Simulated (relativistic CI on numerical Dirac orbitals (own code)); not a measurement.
Pt61+: computed level list

These numbers are calculated, not measured: Dirac-Coulomb-Breit CI, KLI orbitals optimised for each configuration, model QED (radiative potential, 1s self-energy scaled to tabulated hydrogen-like ionisation energies), unscaled Slater integrals (own radial code, finite nucleus).

CI space (outside the closed core [Ne]): 3s2.3p5, 3s2.3p4.3d, 3s.3p6, 3s.3p5.3d, 3s.3p4.3d2, 3p6.3d, 3s2.3p3.3d.4p, 3s2.3p4.4s, 3s.3p4.3d.4s, 3p6.4s, 3p6.4p, 3s2.3p4.4p, 3s2.3p4.4d, 3s.3p5.4s, 3s2.3p4.4f, 3p5.3d.4p, 3s.3p5.4p, 3s.3p5.4d, 3s.3p5.4f, 3s2.3p4.5s, 3s2.3p4.5p, 3s2.3p3.4s.4p, 3s2.3p4.5d, 3s2.3p4.5f, 3s2.3p4.5g, 3s.3p4.4s2, 3s.3p5.5s, 3s.3p5.5p, 3s2.3p3.3d2, 3s2.3p2.3d3, 3s.3p3.3d3, 3s2.3p2.3d2.4s, 3s2.3p2.3d2.4p, 3s2.3p2.3d2.4d, 3p5.3d2, 3p4.3d3, 3p4.3d2.4s, 3p4.3d2.4p, 3p4.3d2.4d, 3s2.3p3.3d.4s, 3s.3p3.3d2.4s, 3s2.3p2.3d.4s2, 3s2.3p2.3d.4s.4p, 3s2.3p2.3d.4s.4d, 3p5.3d.4s, 3p4.3d.4s2, 3p4.3d.4s.4p, 3p4.3d.4s.4d, 3s2.3p3.4s2, 3s.3p3.3d.4s2, 3s2.3p2.4s2.4p, 3s2.3p2.4s2.4d, 3s2.3p3.4p2, 3s2.3p2.3d.4p2, 3s.3p3.3d.4p2, 3s2.3p2.4s.4p2, 3s2.3p2.4p3, 3s2.3p2.4p2.4d. Double excitations out of closed p, d and f shells are left out; levels of such configurations are missing from the list, as are those of other unlisted configurations, and high levels can miss mixing partners. These lack a partner that the ground configuration has and come out too high: 3s2.3p4.4f, 3s.3p5.4p, 3s.3p5.4d, 3s.3p5.4f, 3s2.3p4.5s.

The lowest level is 3s2.3p5 2P°_3/2, with 99 % of that term; Hund's rules for 3s2.3p5 give 2P° with J = 3/2, in agreement.

```csv
No.,Configuration,Term,J,E (eV),%,Lifetime (s),jj configuration (%)
1,3s2.3p5,2P°,3/2,0.000,99,,3p3/2^3 (99)
2,3s2.3p4.3d,4D,3/2,252.740,35,3.19e-10,3p3/2^2 3d3/2 (99)
3,3s2.3p4.3d,4D,5/2,259.691,36,1.74e-10,3p3/2^2 3d3/2 (97)
4,3s2.3p4.3d,4P,1/2,260.574,51,4.06e-11,3p3/2^2 3d3/2 (98)
5,3s2.3p4.3d,2F,7/2,263.064,36,5.75e-03,3p3/2^2 3d3/2 (99)
6,3s2.3p4.3d,2D,3/2,284.264,63,3.59e-10,3p3/2^2 3d3/2 (98)
7,3s2.3p4.3d,2F,7/2,355.545,48,1.90e-07,3p3/2^2 3d5/2 (99)
8,3s2.3p4.3d,4F,9/2,357.741,68,2.03e-07,3p3/2^2 3d5/2 (100)
9,3s2.3p4.3d,2P,1/2,365.869,59,8.28e-12,3p3/2^2 3d5/2 (98)
10,3s2.3p4.3d,2D,5/2,389.228,55,6.79e-09,3p3/2^2 3d5/2 (99)
11,3s2.3p4.3d,2P,3/2,396.411,41,1.54e-12,3p3/2^2 3d5/2 (97)
12,3s2.3p4.3d,2D,5/2,400.746,58,1.11e-12,3p3/2^2 3d5/2 (96)
13,3s2.3p5,2P°,1/2,448.867,99,8.45e-10,3p1/2 3p3/2^4 (99)
14,3s2.3p3.3d2,4F°,3/2,521.350,29,4.93e-11,3p3/2 3d3/2^2 (99)
15,3s2.3p3.3d2,4F°,5/2,528.230,24,3.87e-11,3p3/2 3d3/2^2 (97)
16,3s2.3p3.3d2,4D°,1/2,528.778,47,2.13e-11,3p3/2 3d3/2^2 (98)
17,3s2.3p3.3d2,2G°,7/2,530.154,24,8.97e-11,3p3/2 3d3/2^2 (98)
18,3s2.3p3.3d2,2P°,3/2,555.997,21,4.30e-11,3p3/2 3d3/2^2 (96)
19,3s2.3p3.3d2,4G°,9/2,621.496,33,7.35e-11,3p3/2 3d3/2 3d5/2 (99)
20,3s2.3p3.3d2,2F°,7/2,626.297,22,1.75e-11,3p3/2 3d3/2 3d5/2 (99)
21,3s2.3p3.3d2,4D°,3/2,636.862,34,3.96e-12,3p3/2 3d3/2 3d5/2 (97)
22,3s2.3p3.3d2,4P°,1/2,637.223,44,4.62e-12,3p3/2 3d3/2 3d5/2 (98)
23,3s2.3p3.3d2,2F°,5/2,638.019,26,3.20e-12,3p3/2 3d3/2 3d5/2 (98)
24,3s2.3p3.3d2,4D°,5/2,638.907,26,5.26e-11,3p3/2 3d3/2 3d5/2 (99)
25,3s2.3p3.3d2,2H°,11/2,640.369,37,2.68e-10,3p3/2 3d3/2 3d5/2 (96)
26,3s2.3p3.3d2,2F°,7/2,644.922,28,4.98e-12,3p3/2 3d3/2 3d5/2 (98)
27,3s2.3p3.3d2,2G°,7/2,658.089,22,1.41e-12,3p3/2 3d3/2 3d5/2 (95)
28,3s.3p6,2S,1/2,659.012,72,4.90e-13,3s (72)
29,3s2.3p3.3d2,2D°,5/2,659.094,27,1.47e-12,3p3/2 3d3/2 3d5/2 (95)
30,3s2.3p3.3d2,2P°,3/2,662.505,25,1.45e-12,3p3/2 3d3/2 3d5/2 (96)
31,3s2.3p3.3d2,2G°,9/2,666.746,38,1.18e-12,3p3/2 3d3/2 3d5/2 (99)
32,3s2.3p3.3d2,4F°,3/2,671.884,25,1.69e-12,3p3/2 3d3/2 3d5/2 (96)
33,3s2.3p3.3d2,2F°,5/2,679.479,44,1.69e-12,3p3/2 3d3/2 3d5/2 (98)
34,3s2.3p3.3d2,2P°,1/2,681.815,46,1.75e-12,3p3/2 3d3/2 3d5/2 (96)
35,3s2.3p4.3d,4D,1/2,689.273,78,7.60e-12,3p1/2 3p3/2^3 3d3/2 (95)
36,3s2.3p4.3d,4F,3/2,700.652,33,1.57e-10,3p1/2 3p3/2^3 3d3/2 (97)
37,3s2.3p4.3d,4F,5/2,708.922,50,6.14e-12,3p1/2 3p3/2^3 3d3/2 (99)
38,3s2.3p4.3d,2G,7/2,710.273,59,1.88e-09,3p1/2 3p3/2^3 3d3/2 (99)
39,3s2.3p3.3d2,4G°,11/2,738.439,39,3.85e-12,3p3/2 3d5/2^2 (96)
40,3s2.3p4.3d,2D,5/2,744.291,46,2.18e-13,3p1/2 3p3/2^3 3d3/2 (98)
41,3s2.3p3.3d2,2D°,5/2,744.735,28,3.18e-12,3p3/2 3d5/2^2 (96)
42,3s2.3p4.3d,2P,3/2,747.462,41,2.14e-13,3p1/2 3p3/2^3 3d3/2 (97)
43,3s2.3p3.3d2,4D°,7/2,749.317,29,3.30e-12,3p3/2 3d5/2^2 (97)
44,3s2.3p3.3d2,4F°,9/2,752.230,40,1.37e-12,3p3/2 3d5/2^2 (98)
45,3s2.3p4.3d,2P,1/2,755.716,32,9.97e-14,3p1/2 3p3/2^3 3d3/2 (79)
```

Energies count from the lowest computed level; ° marks odd parity; lifetimes are radiative, by E1, M1, E2, M2, E3 decay to levels of this space only. Filled j subshells are mostly left out of the jj labels.

The mean weight of the leading LS term, summed over parents, in these 45 levels is 43 %, and that of the leading jj configuration (from the same eigenvectors) 97 %, so jj coupling describes them better and the LS labels are nominal.

At this charge energies of transitions that change n are usually good to better than 1 %, and those within a shell (Δn = 0) to a few per cent.

LS names give the leading component of a level, which can be under half, so a name can repeat, a term be missing and a line seem to break the LS rules.
